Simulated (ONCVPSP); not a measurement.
## Transferability test, ONCV potential for W (Z = 74)

ONCVPSP 4.0.1 input, shortened (lines: element, Z, core and valence counts, functional; n l f; lmax; l rc ep ncon nbas qcut; lloc lpopt rc5 dvloc0; l nproj debl; icmod fcfact rcfact), PBE, scalar-relativistic:

```
  W 74.00   10    4        4      upf
    1    0    2.00
    2    0    2.00
    2    1    6.00
    3    0    2.00
    3    1    6.00
    3    2   10.00
    4    0    2.00
    4    1    6.00
    4    2   10.00
    4    3   14.00
    5    0    2.00
    5    1    6.00
    5    2    4.50
    6    0    1.50
    2
    0    1.40    0.00    4    7    7.50
    1    2.05    0.00    4    9    6.40
    2    2.65    0.00    4    9    6.30
    4    5    1.30    0.00
    0    2    3.70
    1    2    2.60
    2    2    2.80
    1    0.15    0.00
```

Energies are relative to the spin-unpolarised reference configuration 5s2 5p6 5d4.5 6s1.5; without spin polarisation the order of configurations can differ from experiment.

```json
{"valence configuration": "5s2 5p6 5d4 6s2", "charge": "0", "ΔE all-electron (eV)": "-0.695", "error AE − PS (meV)": "+2.4"}
{"valence configuration": "5s2 5p6 5d4 6s1", "charge": "+1", "ΔE all-electron (eV)": "8.188", "error AE − PS (meV)": "-1.6"}
```

Question: What are ΔE and the potential's error for 5s2 5p6 5d4 6s1 6p1?

Answer: ΔE = 3.800 eV all-electron; the error (AE − PS) is +1.3 meV.

Question: What are ΔE and the potential's error for 5s2 5p6 5d4 6s0?

Answer: ΔE = 23.868 eV all-electron; the error (AE − PS) is -9.9 meV.

Levels in the configuration 5s2 5p6 5d4 6s1 6p1:

```csv
level,all-electron (eV),pseudo (eV)
5s,-80.680,-80.678
5p,-44.813,-44.812
5d,-5.898,-5.898
6s,-6.757,-6.758
6p,-2.116,-2.117
```
